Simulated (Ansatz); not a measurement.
`[F][AlH][CH](F)[SiH3]` + H₂S → `F[CH]([SiH3])[AlH][SH]` + H–F  (ligand exchange at the Al–F bond)

Gas-phase electronic energies from Ansatz, PBE0-D4/def2-TZVP geometries. CCSD(T)/CBS adds triple-zeta CCSD(T) − MP2 to the extrapolated MP2 energy (def2 sets, frozen cores). This one scheme is used for every species. Functionals use def2-TZVPP. B3LYP here is the variant with VWN-RPA as its local correlation; programs differ in this. Each species was taken in one conformer, which may not be the lowest.

```json
{"level": "PBE-D4", "ΔE (kJ/mol)": "56.8", "difference from CCSD(T)/CBS": "-6.8"}
{"level": "r2SCAN-D4", "ΔE (kJ/mol)": "64.8", "difference from CCSD(T)/CBS": "1.2"}
{"level": "PBE0-D4", "ΔE (kJ/mol)": "55.7", "difference from CCSD(T)/CBS": "-7.9"}
{"level": "B3LYP-D4", "ΔE (kJ/mol)": "70.3", "difference from CCSD(T)/CBS": "6.7"}
{"level": "ωB97X-V", "ΔE (kJ/mol)": "69.3", "difference from CCSD(T)/CBS": "5.7"}
{"level": "ωB97M-V", "ΔE (kJ/mol)": "68.2", "difference from CCSD(T)/CBS": "4.6"}
{"level": "B2PLYP", "ΔE (kJ/mol)": "73.8", "difference from CCSD(T)/CBS": "10.2"}
{"level": "PBE", "ΔE (kJ/mol)": "61.6", "difference from CCSD(T)/CBS": "-2.0"}
{"level": "r2SCAN", "ΔE (kJ/mol)": "66.1", "difference from CCSD(T)/CBS": "2.5"}
{"level": "PBE0", "ΔE (kJ/mol)": "60.1", "difference from CCSD(T)/CBS": "-3.5"}
{"level": "B3LYP", "ΔE (kJ/mol)": "77.9", "difference from CCSD(T)/CBS": "14.3"}
{"level": "HF/def2-TZVPP", "ΔE (kJ/mol)": "81.7", "difference from CCSD(T)/CBS": "18.1"}
{"level": "MP2/def2-TZVPP", "ΔE (kJ/mol)": "63.1", "difference from CCSD(T)/CBS": "-0.5"}
{"level": "SCS-MP2/def2-TZVPP", "ΔE (kJ/mol)": "70.3", "difference from CCSD(T)/CBS": "6.7"}
{"level": "CCSD/def2-TZVPP", "ΔE (kJ/mol)": "69.3", "difference from CCSD(T)/CBS": "5.7"}
{"level": "CCSD(T)/def2-TZVPP", "ΔE (kJ/mol)": "65.5", "difference from CCSD(T)/CBS": "1.9"}
{"level": "HF/def2-QZVPP", "ΔE (kJ/mol)": "84.8", "difference from CCSD(T)/CBS": "21.2"}
{"level": "MP2/def2-QZVPP", "ΔE (kJ/mol)": "63.0", "difference from CCSD(T)/CBS": "-0.6"}
{"level": "SCS-MP2/def2-QZVPP", "ΔE (kJ/mol)": "70.1", "difference from CCSD(T)/CBS": "6.5"}
{"level": "HF/CBS(def2)", "ΔE (kJ/mol)": "85.2", "difference from CCSD(T)/CBS": "21.6"}
{"level": "MP2/CBS(def2)", "ΔE (kJ/mol)": "61.1", "difference from CCSD(T)/CBS": "-2.5"}
{"level": "CCSD/CBS(def2)", "ΔE (kJ/mol)": "67.4", "difference from CCSD(T)/CBS": "3.8"}
{"level": "CCSD(T)/CBS", "ΔE (kJ/mol)": "63.6", "difference from CCSD(T)/CBS": "0"}
```

Largest T1 diagnostic among the species: 0.013.

In def2-TZVPP, CCSD(T) changes the Hartree–Fock value by −16.2 kJ/mol (the triples alone add −3.8 kJ/mol) and MP2 by −18.6 kJ/mol. The D4 term adds −7.7 kJ/mol with B3LYP and −4.3 kJ/mol with PBE0; it sums over pairs of atoms, weighted by their polarisabilities, and B3LYP, whose exchange is more repulsive, gets the larger term.
